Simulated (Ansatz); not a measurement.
Isomers of C₂H₆AlNOSi, relaxed with PBE0-D4/def2-TZVP in Ansatz; electronic energies, one conformer each and not always the lowest. Functionals use def2-TZVPP; CBS adds triple-zeta CCSD(T) − MP2 to the MP2 limit of def2-TZVPP and def2-QZVPP.

Q: Order them by energy at frozen-core CCSD(T)/CBS, lowest first. (Estimate.)
A. `OC1=[C]([AlH2])[SiH2]N1`
B. `O=[CH][Al]1[NH][CH]1[SiH3]`
C. `OC1=NC[SiH]1[AlH2]`

A: A (0.0 kJ/mol), C (115.5 kJ/mol), B (156.1 kJ/mol).

Q: How do B2PLYP, HF/CBS(def2), B3LYP-D4, r2SCAN-D4 place them (kJ/mol, against `OC1=[C]([AlH2])[SiH2]N1`)? (An estimate is asked.)

A: Computed: 
```csv
isomer,B2PLYP,HF/CBS(def2),B3LYP-D4,r2SCAN-D4
`OC1=NC[SiH]1[AlH2]`,117.3,129.5,114.5,123.3
`O=[CH][Al]1[NH][CH]1[SiH3]`,150.9,177.6,151.9,166.7
```

B3LYP here is the variant with VWN-RPA as its local correlation; programs differ in this.
